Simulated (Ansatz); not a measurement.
Input file for Ansatz (a quantum-chemistry and plane-wave program): U-PBE/def2-TZVPPD on HNaO (SMILES [OH][Na]), a point of a bond scan (R = 0.954 Å). Files ending in .json are basis or fitting sets from the Basis Set Exchange.

Ansatz 0.2 input:
```yaml
crystal:
  periodic: [false, false, false]
  atoms:
    - {symbol: Na, position_ang: [-0.00000000, -0.00000000, -0.91728888]}
    - {symbol: O, position_ang: [0.00000000, 0.00000000, 1.01510457]}
    - {symbol: H, position_ang: [0.00000000, 0.00000000, 1.96934116]}
basis:
  gaussian:
    orbitals: def2-TZVPPD.json
hamiltonian:
  xc: {name: PBE}
magnetization: {spin_polarized: true, initial_magnetization: 0}
```

It printed:

```
WARN ansatz: RAYON_NUM_THREADS=1 ignored (pool sized by the plan → 1); use --threads N
Functional definition: PBE
integrals: 0.02 GiB planned
561 factors; their error is unknown
mean field: 0.23 GiB planned
mean field evaluation 1: about -6464.6676 eV, gradient 5.6e1 eV
mean field evaluation 2: about -6222.6200 eV, gradient 1.2e2 eV
mean field evaluation 4: about -6474.8391 eV, gradient 1.4e1 eV
mean field evaluation 8: about -6475.4945 eV, gradient 8.7e-2 eV
mean field evaluation 16: about -6475.4829 eV, gradient 4.5e-5 eV
mean field -6475.48285687 eV, -237.9696057500 hartree, gradient 4.5e-5 eV, S^2 0.000000; 0 other end points of the search recorded, 0 dependent functions left out
reference -6475.48291001 eV, -237.9696077031 hartree; 10, 10 occupied and 82, 82 virtual orbitals, 561 factors
Total energy: -6475.48291001 eV, -237.9696077031 hartree
```

The run converged.

Cost: around 1.1 core-seconds (rough).
